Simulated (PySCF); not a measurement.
## Ga (gallium, neutral): PBE calculation

Configuration: [Ar] 3d10 4s2 5s1, 2S determinant (an excited configuration). All numbers are calculated (PySCF 2.14, a scalar-relativistic core potential, in aug-cc-pVQZ-PP with ECP10MDF).

```json
{
  "Total energy": "-259.3539 hartree",
  "One-electron energy": "-459.6648 hartree",
  "Hartree (Coulomb) energy": "222.9785 hartree",
  "Exchange-correlation energy": "-22.6676 hartree",
  "⟨S²⟩": "0.7500",
  "⟨L²⟩": "0.000",
  "Sum of ⟨r⟩": "25.04 bohr",
  "Sum of ⟨r²⟩": "79.96 bohr²"
}
```

| shell | electrons | mean orbital energy (eV) | rms radius, mean of both spins (bohr) |
| --- | --- | --- | --- |
| 3s α | 1 | -151.10 | 0.704 |
| 3s β | 1 | -151.10 | 0.704 |
| 3p α | 3 | -102.47 | 0.742 |
| 3p β | 3 | -102.46 | 0.742 |
| 3d α | 5 | -23.519 | 0.912 |
| 3d β | 5 | -23.505 | 0.912 |
| 4s α | 1 | -12.042 | 2.41 |
| 4s β | 1 | -11.969 | 2.41 |
| 5s α | 1 | -1.851 | 7.46 |

Energies and moments cover only the electrons outside the core potential. The outer electron is Rydberg-like, and this basis confines it to a smaller radius and binds it less than a complete one would.
